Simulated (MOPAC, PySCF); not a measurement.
Species: C₂H₃F₂, net charge -1, singlet state. SMILES: F[C-](F)C
Geometry from a B3LYP-D3(BJ)/def2-TZVP (Ansatz) optimisation:
```
C
H 1 1.0945
H 1 1.0945 2 108.05
H 1 1.1077 2 108.75 3 -117.89
C 1 1.5261 2 109.38 3 118.99
F 5 1.4712 1 101.66 2 69.48
F 5 1.4712 6 99.95 1 -104.23
```
Charge -1, spin multiplicity 1.

Unscaled harmonic wavenumbers (cm⁻¹) in rising order, each level at the stationary point that it reaches from this structure (no distance between atoms moves by over 0.3 Å); the order of modes can differ between levels, and a negative number is imaginary. B3LYP-D3(BJ)/def2-TZVP (PySCF, at the structure above): 262, 378, 413, 522, 661, 774, 955, 1027, 1076, 1339, 1463, 1466, 2868, 3025, 3057.

PM3 (MOPAC): 149, 421, 495, 565, 933, 952, 1055, 1341, 1411, 1416, 1419, 1426, 3036, 3088, 3172. Zero-point energy 29.9 against 27.6 kcal/mol; where all levels lie over 400 cm⁻¹, the wavenumbers are on average 1.136 times those of B3LYP-D3(BJ)/def2-TZVP.

PM6 (MOPAC): 133, 351, 430, 534, 837, 839, 995, 1072, 1102, 1272, 1282, 1282, 2717, 2726, 2791. Zero-point energy 26.3 against 27.6 kcal/mol; where all levels lie over 400 cm⁻¹, the wavenumbers are on average 0.999 times those of B3LYP-D3(BJ)/def2-TZVP.
